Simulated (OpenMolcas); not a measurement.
Lines of Re IV: computed and rescaled rates

- Program: OpenMolcas 26.06
- Method: MS-CASPT2, IPEA 0.25 Eh, imaginary shift 0.1 Eh (closed shells correlated: 5s 5p)
- Basis: ANO-RCC-VTZP [8s7p5d3f2g1h]
- Scalar Hamiltonian: DKH2, point nucleus
- Active space: 4 electrons in 10 orbitals (5d 6d)
- State averaging: 2S+1 = 5 even, 5 roots; 2S+1 = 3 even, 45 roots; 2S+1 = 1 even, 50 roots
- Spin-orbit coupling: state interaction with AMFI integrals over the reference wave functions, term energies averaged over their components

Rates come from the transition moments of the reference wave functions (E1 and E2 in the length form). At fixed line strength A goes as λ^-3 for E1 and M1 and as λ^-5 for E2, so a rate at the computed wavelength can be rescaled to the measured one. Measured vacuum wavelengths follow from level energies in the list in Brasseur, Gamrath and Quinet, At. Data Nucl. Data Tables 157, 101636 (2024). Branching counts decays inside the model space alone, at computed energies, and the table is only a selection of the M1 lines, drawn from those between levels with measured partners whose computed energy lies within a factor of 1.5 of the measured one.

```json
{"Upper": "5d4 5D4", "Lower": "5d4 5D3", "Type": "M1", "λ computed (nm)": "5237", "λ measured (nm)": "5647", "A computed (s-1)": "1.65e-01", "A rescaled (s-1)": "1.32e-01", "Branching %": "100.0"}
{"Upper": "5d4 3H6", "Lower": "5d4 3H5", "Type": "M1", "λ computed (nm)": "4802", "λ measured (nm)": "5086", "A computed (s-1)": "1.26e-01", "A rescaled (s-1)": "1.06e-01", "Branching %": "98.5"}
{"Upper": "5d4 5D3", "Lower": "5d4 5D2", "Type": "M1", "λ computed (nm)": "4063", "λ measured (nm)": "4217", "A computed (s-1)": "6.30e-01", "A rescaled (s-1)": "5.63e-01", "Branching %": "100.0"}
{"Upper": "5d4 5D2", "Lower": "5d4 5D1", "Type": "M1", "λ computed (nm)": "3366", "λ measured (nm)": "3455", "A computed (s-1)": "1.29e+00", "A rescaled (s-1)": "1.19e+00", "Branching %": "100.0"}
{"Upper": "5d4 5D1", "Lower": "5d4 5D0 [68 %]", "Type": "M1", "λ computed (nm)": "3177", "λ measured (nm)": "3242", "A computed (s-1)": "1.32e+00", "A rescaled (s-1)": "1.24e+00", "Branching %": "100.0"}
{"Upper": "5d4 3H5", "Lower": "5d4 3H4 [58 %]", "Type": "M1", "λ computed (nm)": "2385", "λ measured (nm)": "2511", "A computed (s-1)": "1.38e+00", "A rescaled (s-1)": "1.18e+00", "Branching %": "59.4"}
{"Upper": "5d4 3F3(1) [56 %]", "Lower": "5d4 3F2(1) [72 %]", "Type": "M1", "λ computed (nm)": "1458", "λ measured (nm)": "1509", "A computed (s-1)": "2.53e+00", "A rescaled (s-1)": "2.28e+00", "Branching %": "22.1"}
{"Upper": "5d4 3G5", "Lower": "5d4 3H6", "Type": "M1", "λ computed (nm)": "1323", "λ measured (nm)": "1397", "A computed (s-1)": "1.97e+00", "A rescaled (s-1)": "", "Branching %": "20.2"}
{"Upper": "5d4 3H4 [58 %]", "Lower": "5d4 5D4", "Type": "M1", "λ computed (nm)": "1316", "λ measured (nm)": "1465", "A computed (s-1)": "3.72e+00", "A rescaled (s-1)": "", "Branching %": "76.7"}
{"Upper": "5d4 3H4 [58 %]", "Lower": "5d4 5D3", "Type": "M1", "λ computed (nm)": "1051", "λ measured (nm)": "1163", "A computed (s-1)": "1.13e+00", "A rescaled (s-1)": "", "Branching %": "23.3"}
{"Upper": "5d4 3G5", "Lower": "5d4 3H5", "Type": "M1", "λ computed (nm)": "1037", "λ measured (nm)": "1096", "A computed (s-1)": "3.43e+00", "A rescaled (s-1)": "", "Branching %": "35.1"}
{"Upper": "5d4 1I6", "Lower": "5d4 3H6", "Type": "M1", "λ computed (nm)": "1000", "λ measured (nm)": "1053", "A computed (s-1)": "5.23e+00", "A rescaled (s-1)": "", "Branching %": "44.4"}
{"Upper": "5d4 1F3 [69 %]", "Lower": "5d4 3D3 [63 %]", "Type": "M1", "λ computed (nm)": "922.3", "λ measured (nm)": "1007", "A computed (s-1)": "7.23e+00", "A rescaled (s-1)": "", "Branching %": "32.5"}
{"Upper": "5d4 3H5", "Lower": "5d4 5D4", "Type": "M1", "λ computed (nm)": "847.9", "λ measured (nm)": "925.2", "A computed (s-1)": "9.46e-01", "A rescaled (s-1)": "", "Branching %": "40.6"}
{"Upper": "5d4 1I6", "Lower": "5d4 3H5", "Type": "M1", "λ computed (nm)": "827.7", "λ measured (nm)": "872.1", "A computed (s-1)": "6.52e+00", "A rescaled (s-1)": "", "Branching %": "55.4"}
{"Upper": "5d4 3G3 [58 %]", "Lower": "5d4 5D3", "Type": "M1", "λ computed (nm)": "790.8", "λ measured (nm)": "872.1", "A computed (s-1)": "6.89e+00", "A rescaled (s-1)": "", "Branching %": "59.1"}
{"Upper": "5d4 3D1", "Lower": "5d4 3P1(1)", "Type": "M1", "λ computed (nm)": "772.2", "λ measured (nm)": "819.5", "A computed (s-1)": "8.08e+00", "A rescaled (s-1)": "", "Branching %": "22.9"}
{"Upper": "5d4 3P1(1)", "Lower": "5d4 5D2", "Type": "M1", "λ computed (nm)": "696", "λ measured (nm)": "748.4", "A computed (s-1)": "2.18e+01", "A rescaled (s-1)": "", "Branching %": "88.7"}
{"Upper": "5d4 3G3 [58 %]", "Lower": "5d4 5D2", "Type": "M1", "λ computed (nm)": "662", "λ measured (nm)": "722.6", "A computed (s-1)": "4.01e+00", "A rescaled (s-1)": "", "Branching %": "34.4"}
{"Upper": "5d4 3F2(1) [72 %]", "Lower": "5d4 5D2", "Type": "M1", "λ computed (nm)": "654.8", "λ measured (nm)": "720.9", "A computed (s-1)": "6.53e+00", "A rescaled (s-1)": "", "Branching %": "45.8"}
{"Upper": "5d4 3F3(1) [56 %]", "Lower": "5d4 5D4", "Type": "M1", "λ computed (nm)": "563", "λ measured (nm)": "611.5", "A computed (s-1)": "4.85e+00", "A rescaled (s-1)": "", "Branching %": "42.4"}
{"Upper": "5d4 1S0(1)", "Lower": "5d4 3P1(1)", "Type": "M1", "λ computed (nm)": "551.5", "λ measured (nm)": "583.3", "A computed (s-1)": "4.44e+01", "A rescaled (s-1)": "", "Branching %": "92.7"}
{"Upper": "5d4 3F2(1) [72 %]", "Lower": "5d4 5D1", "Type": "M1", "λ computed (nm)": "548.2", "λ measured (nm)": "596.4", "A computed (s-1)": "7.58e+00", "A rescaled (s-1)": "", "Branching %": "53.1"}
{"Upper": "5d4 3D3 [63 %]", "Lower": "5d4 5D2", "Type": "M1", "λ computed (nm)": "415.5", "λ measured (nm)": "443.5", "A computed (s-1)": "7.07e+00", "A rescaled (s-1)": "", "Branching %": "28.9"}
{"Upper": "5d4 3P1(2)", "Lower": "5d4 5D2", "Type": "M1", "λ computed (nm)": "227.6", "λ measured (nm)": "250.2", "A computed (s-1)": "1.49e+01", "A rescaled (s-1)": "", "Branching %": "34.5"}
```

Spin-changing lines and M1 lines between different terms are not rescaled, since their strength hangs on the term gaps too.

The largest correction is for 5d4 5D4 → 5d4 5D3 (M1): 1.65e-01 × (5237 / 5647)^3 = 1.32e-01 s-1, a factor of 0.80.

The computed rate and branching of 5d4 5D1 → 5d4 5D0 [68 %] give the upper level a radiative lifetime of 1.000 / 1.32e+00 s-1 = 7.58e-01 s, counting decays inside the model space alone. The rescaled rate gives about 8.1e-01 s.

These are rates of the free ion; in crystals, glasses and complexes forced electric-dipole and non-radiative decay shorten such lifetimes by orders of magnitude. No measured rate stands beside these. Rescaling mends the energy factor alone: line strengths can still be far off where a level mixes with configurations outside the active space, and weak or spin-changing lines hang on small mixing coefficients that depend on the term gaps too, so rescaling need not improve them.

CASPT2 does not keep the components of a term degenerate, so their means are used; among the terms shown or strongly mixed into the levels shown the widest spread is 720 cm-1 (5d4 1I). Active for correlation alone: 6d; no level in the range computed is led by a configuration that fills it, so any true level of that kind is missing. The CASPT2 spread within a term exceeds the gap to the next term for 5d4 3D and 5d4 1I, so the order of their levels is uncertain. Computed and measured levels are paired by configuration, term and J; levels that our copy of the source lacks, or whose pairing is in doubt (as where it misses far off the trend of its configuration), stay unpaired. Levels of configurations outside the active space are missing.

A share in square brackets marks a mixed level and gives the weight of the term that names it. A number in round brackets counts repeated terms of one configuration in the order of the reference energies.
